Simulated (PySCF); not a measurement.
How do the members of this family differ from one of them?

PySCF, wB97X-D/def2-SVPD, density fitting, gas phase; each molecule at its own PBE0-D3(BJ)/def2-SVP geometry, one conformer. Singlet excitations by full TDDFT with frozen cores and triplets by Tamm–Dancoff TDDFT. 

Reference: `[CH3][Sn]([CH3])([CH3])[CH3]`, with HOMO energy -9.51 eV, LUMO energy 1.68 eV, lowest singlet excitation 7.33 eV, lowest triplet excitation 6.97 eV, mean polarisability 91.2 au and dipole moment 0.01 D.

Changes against it:

```json
{"molecule": "[NH2][Sn]([NH2])([NH2])[NH2]", "change": "ligand (all four): Me to NH2", "Δ HOMO energy (eV)": "+0.32", "Δ LUMO energy (eV)": "-0.64", "Δ lowest singlet excitation (eV)": "-1.40", "Δ lowest triplet excitation (eV)": "-1.52", "Δ mean polarisability (au)": "-18.7", "Δ dipole moment (D)": "+0.04"}
{"molecule": "[SiH3][Sn]([SiH3])([SiH3])[SiH3]", "change": "ligand (all four): Me to SiH3", "Δ HOMO energy (eV)": "+0.23", "Δ LUMO energy (eV)": "-0.58", "Δ lowest singlet excitation (eV)": "-1.03", "Δ lowest triplet excitation (eV)": "-1.36", "Δ mean polarisability (au)": "+83.7", "Δ dipole moment (D)": "+0.05"}
{"molecule": "O=C=[N][Sn]([N]=C=O)([N]=C=O)[N]=C=O", "change": "ligand (all four): Me to NCO", "Δ HOMO energy (eV)": "-1.75", "Δ LUMO energy (eV)": "-2.35", "Δ lowest singlet excitation (eV)": "-1.25", "Δ lowest triplet excitation (eV)": "-1.27", "Δ mean polarisability (au)": "+23.2", "Δ dipole moment (D)": "+0.29"}
```

Rows whose labels were lost:

```tsv
row	Δ HOMO energy (eV)	Δ LUMO energy (eV)	Δ lowest singlet excitation (eV)	Δ lowest triplet excitation (eV)	Δ mean polarisability (au)	Δ dipole moment (D)
P	+0.75	-1.78	-2.97	-2.95	+86.9	+0.33
Q	-0.15	-4.02	-3.98	-3.94	+101.9	+0.01
```

Task: Which row belongs to which of `C[S][Sn]([S]C)([S]C)[S]C` (ligand (all four): Me to SMe) and `[I][Sn]([I])([I])[I]` (ligand (all four): Me to I)?

Result: P = `C[S][Sn]([S]C)([S]C)[S]C` and Q = `[I][Sn]([I])([I])[I]`. P and Q are told apart most clearly by the LUMO energy (-1.78 against -4.02 eV).

Task: Which row has the smallest HOMO–LUMO gap and which the largest, and does the HOMO or the LUMO shift more there?

Result: Smallest, counted from the reference: Q, -3.87 eV (HOMO -0.15, LUMO -4.02), the larger shift being that of the LUMO. Largest: `O=C=[N][Sn]([N]=C=O)([N]=C=O)[N]=C=O`, -0.60 eV (HOMO -1.75, LUMO -2.35), the larger shift being that of the LUMO. The gap of the reference itself lies above all of them.
